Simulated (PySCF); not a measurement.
C3H5O3, SMILES O(C(O[CH2])=O)C, multiplicity 2. Coordinates come from a PBE0-D3(BJ)/def2-SVP optimisation. The isomer is the one that the SMILES or the coordinates give; other isomers of the formula were not compared.

Computed equilibrium geometry at PBE0-D3(BJ)/def2-SVP (PySCF confirms it by a frequency run) as bond lengths and angles:
Atoms: C1 O2 C3 O4 O5 C6 H7 H8 H9 H10 H11. Bond lengths (Å): C1–O2 1.359, C1–H7 1.087, C1–H8 1.089, O2–C3 1.342, C3–O4 1.199, C3–O5 1.324, O5–C6 1.416, C6–H9 1.100, C6–H10 1.096, C6–H11 1.100. Angles (°): O2–C1–H7 113.6, O2–C1–H8 118.2, H7–C1–H8 126.1, C1–O2–C3 117.8, O2–C3–O4 125.7, O2–C3–O5 107.8, O4–C3–O5 126.5, C3–O5–C6 115.2, O5–C6–H9 110.9, O5–C6–H10 106.1, O5–C6–H11 110.9, H9–C6–H10 110.2, H9–C6–H11 108.6, H10–C6–H11 110.2.
Charge 0, spin multiplicity 2.
